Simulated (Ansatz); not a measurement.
Energy needed to pull apart GeHOF (SMILES [OH][Ge][F]), closed shell, into free ground-state atoms, from the structure below (displaced at random from a GFN2-xTB minimum); no zero-point or spin–orbit terms; open-shell atoms are treated unrestricted, in their ground-state multiplicity.

```csv
atom,x (Å),y (Å),z (Å)
O1,-0.7551,0.5537,-0.3682
Ge2,-0.4362,-0.6835,0.8545
F3,1.4482,-0.8897,0.5079
H4,-0.1262,0.9922,-1.0634
```

Computed with Ansatz 0.2.0 (basis: def2-TZVPP); correlated methods freeze the cores. Filled d shells of the heavier atoms are correlated. The def2 sets are not built for correlating such inner shells, so the correlated values are less sure here.

```tsv
method	atomization energy (eV)
PBE-D4	?
BLYP-D4	14.92
r2SCAN-D4	?
PBE0-D4	14.15
LC-wPBE	14.26
wB97M-V	14.47
HF	9.01
MP2	14.63
CCSD	13.60
CCSD(T)	13.99
```

**Question.** What does PBE-D4 give? (Judge from chemistry; the value comes from the calculation.)

**Answer.** The calculation gives: 15.05 eV, which is about 1.06 eV more than CCSD(T)/def2-TZVPP.

**Question.** What does r2SCAN-D4 give? (To be estimated.)

**Answer.** The calculation gives: 14.48 eV, which is about 0.49 eV more than CCSD(T)/def2-TZVPP.

In triple zeta the MP2 and coupled-cluster atomization energies are still short of their basis limit by a few kcal/mol a bond, whereas those of the functionals are nearly converged, so these differences are not deviations from converged CCSD(T).

The T1 diagnostic stays at or below 0.017.

For scale, one of the runs: CCSD(T)/def2-TZVPP forces, 124 basis functions (an equivalent command: `ansatz run in.yaml --threads 4`). Hardware: 4 CPU threads, shared host. Wall time 29 s; peak host memory 1 GiB.
